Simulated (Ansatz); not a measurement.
Species: CI, net charge 0, doublet state. 
Coordinates optimised at B3LYP-D3(BJ)/def2-TZVP (Ansatz, a quantum-chemistry and plane-wave program):
```xyz
2

C      0.0000     0.0000    -1.8315
I      0.0000     0.0000     0.2073
```
Charge 0, spin multiplicity 2.

Problem. Give the harmonic wavenumbers at B3LYP-D3(BJ)/def2-TZVP (Ansatz, finite differences of forces, unscaled).

Solution. 625 cm⁻¹. Zero-point energy 0.9 kcal/mol.

Problem. From these and the geometry, give the ideal-gas thermochemistry at 298.15 K and 1 atm (rigid rotor, harmonic oscillator).

Solution. Point group C∞v, rotational symmetry number 1. Rotational constants 11.08, 11.08 GHz. S(trans) 40.70, S(rot) 14.56, S(vib) 0.41, S(elec, spin only) 1.38, S 57.0 cal/(mol K). H(298) - H(0) 2.17 kcal/mol; G - E(el) -14.0 kcal/mol.
